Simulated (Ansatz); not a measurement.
Compare A (`BCC(C)N`) with its isomer B (`CB(C)CN`).

Computed with Ansatz on PBE0-D4/def2-TZVP structures; ΔE is electronic, products minus reactants. CBS: MP2 limit from def2 TZ/QZ plus the TZ coupled-cluster correction, frozen cores. DFT in def2-TZVPP. B3LYP here is the variant with VWN-RPA as its local correlation; programs differ in this. One conformer a species, not always the lowest.

**Question.** Which isomer does CCSD(T)/CBS put lower? Give the gap. (Best estimate.)

**Answer.** The calculation gave: B, by 84.1 kJ/mol.

**Question.** Give E(B) − E(A) in kJ/mol with CCSD/def2-TZVPP, ωB97M-V, B3LYP-D4, B3LYP, PBE0-D4, HF/def2-TZVPP, B2PLYP. (Best estimate.)

**Answer.** Ansatz gave: CCSD/def2-TZVPP -82.8, ωB97M-V -89.1, B3LYP-D4 -90.7, B3LYP -92.3, PBE0-D4 -92.6, HF/def2-TZVPP -78.4, B2PLYP -88.3. None reverses the order clearly.

Largest T1 diagnostic: 0.010.

In def2-TZVPP, CCSD(T) changes the Hartree–Fock value by −4.2 kJ/mol (the triples alone add +0.1 kJ/mol) and MP2 by −4.6 kJ/mol.
